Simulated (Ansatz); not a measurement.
The lowest singlet and triplet of C4H6 (SMILES [CH2]C([CH2])=C); geometries from B3LYP-D3(BJ)/def2-TZVP, each state relaxed from the structure named, with no frequency check, low spin by broken symmetry.
Singlet (charge 0, multiplicity 1):
```xyz
10

C     -0.651     1.240    -0.047
C     -0.023     0.001     0.000
C      1.431    -0.065     0.017
C     -0.761    -1.176     0.030
H     -1.730     1.315    -0.061
H     -0.082     2.158    -0.071
H      1.940    -1.017     0.054
H      2.024     0.838    -0.006
H     -1.842    -1.154     0.018
H     -0.278    -2.142     0.067
```

A positive gap puts the triplet lower; no zero-point energy. U- takes an unrestricted singlet (broken symmetry where lower, unprojected). The triplet is unrestricted in single-reference levels.

Cores are frozen in the correlated methods.

Codes used: Ansatz (Gaussian basis) for Hartree–Fock, density functionals and correlated methods. Values without a source in brackets are computed.

Task: What is the computed gap E(singlet) − E(triplet), vertical, at the singlet's geometry (U-B2PLYP/def2-TZVPP (spin-contaminated))?

Result: 0.47 eV

Task: Give the gap E(singlet) − E(triplet), vertical, at the singlet's geometry at the level U-PBE/def2-TZVPP (spin-contaminated).

Result: 0.34 eV

Task: What gap E(singlet) − E(triplet), vertical, at the singlet's geometry does U-HF/cc-pVDZ (spin-contaminated) give?

Result: 0.91 eV

Ansatz is a first-principles code.
